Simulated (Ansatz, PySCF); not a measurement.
Ge(F)2(Cl)(Me) (CH₃ClF₂Ge), SMILES [CH3][Ge]([Cl])([F])[F]. Atoms are numbered in the order given.

```xyz
8

C     -2.0642    -0.1543     0.1529
Ge    -0.1781     0.1691     0.1877
F      0.4863    -0.1187     1.7519
F      0.1881     1.8225    -0.1334
Cl     0.9433    -1.0002    -1.1938
H     -2.2570    -1.2086     0.3927
H     -2.4537     0.0716    -0.8488
H     -2.5539     0.4905     0.8955
```
Charge 0, spin multiplicity 1.

Coordinates come from a PBE0-D3(BJ)/def2-SVP optimisation. The structure was generated by enumeration, and PubChem lists no compound with its InChIKey, so it may never have been made.

Two levels are set side by side: PBE-D3(BJ)/def2-SVP (Ansatz, a first-principles code) and PBE0-D3(BJ)/def2-SVP (Ansatz). Each level has its own optimised geometry; the coordinates shown are those of the second. Frequencies come from the Hessian of PySCF at each geometry. Differences are taken from unrounded values.

| quantity | PBE0-D3(BJ) |
|---|---|
| mean bond length (Å) | 1.541 |
| bond C1–Ge2 (Å) | 1.914 |
| bond Ge2–F3 (Å) | 1.724 |
| bond Ge2–F4 (Å) | 1.724 |
| bond Ge2–Cl5 (Å) | 2.129 |
| bond C1–H6 (Å) | 1.098 |
| bond C1–H7 (Å) | 1.098 |
| bond C1–H8 (Å) | 1.099 |
| highest harmonic wavenumber (cm⁻¹) | 3207 |
| mean harmonic wavenumber (cm⁻¹) | 1048 |
| zero-point energy (kcal/mol) | 26.96 |

Task: What does PBE-D3(BJ) give, and how far is it from PBE0-D3(BJ)? (An estimate is asked for; the answer gives what the named calculation found.)

Result: 
| quantity | PBE-D3(BJ) | PBE-D3(BJ) minus PBE0-D3(BJ) |
|---|---|---|
| mean bond length (Å) | 1.556 | 0.015 |
| bond C1–Ge2 (Å) | 1.933 | 0.019 |
| bond Ge2–F3 (Å) | 1.744 | 0.021 |
| bond Ge2–F4 (Å) | 1.744 | 0.021 |
| bond Ge2–Cl5 (Å) | 2.151 | 0.022 |
| bond C1–H6 (Å) | 1.106 | 0.008 |
| bond C1–H7 (Å) | 1.106 | 0.008 |
| bond C1–H8 (Å) | 1.106 | 0.008 |
| highest harmonic wavenumber (cm⁻¹) | 3121 | -85 |
| mean harmonic wavenumber (cm⁻¹) | 1012 | -36 |
| zero-point energy (kcal/mol) | 26.04 | -0.92 |

Exact exchange shortens and stiffens bonds; PBE has none. Differences between two approximate levels are no errors against the true value.
